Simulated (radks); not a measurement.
These are the eigenvalues of the occupied orbitals of an atom or ion with whole-number occupations (hartree). All-electron calculation, scalar-relativistic Kohn-Sham, PBE, spin-polarised, spherical densities, finite nucleus; Fermi nuclear charge, rms radius of each element as measured or else 0.836 A^(1/3) + 0.57 fm. Program: a radial shooting solver on a logarithmic mesh with Libxc functionals.

orbital  eigenvalue
1s up     -3237.727
1s down   -3237.726
2s up     -580.0245
2s down   -580.0241
2p up     -497.8940
2p down   -497.8935
3s up     -140.0436
3s down   -140.0430
3p up     -116.4790
3p down   -116.4783
3d up     -92.38484
3d down   -92.38429
4s up     -32.52224
4s down   -32.52122
4p up     -24.79554
4p down   -24.79437
4d up     -15.83411
4d down   -15.83274
5s up      -6.34741
5s down    -6.34490
4f up      -5.94067
4f down    -5.93914
5p up      -4.20879
5p down    -4.20460
5d up      -1.82328
5d down    -1.80919
6s up      -1.39437

Which element is it, and in what charge state? The configuration may be excited. Open shells, if any, are filled with parallel spins first.

Answer. Z = 82, lead, charge +3: Pb3+ in [Xe] 4f14 5d10 6s1. The list shows which subshells hold electrons but not how many an open one holds; the 1s level, -3237.7 hartree, gives Z - s = 80.5 by -(Z - s)^2/2, which with screening and relativity narrows Z to a few neighbours, and the depths of the outer levels then fix element, charge and occupations together.
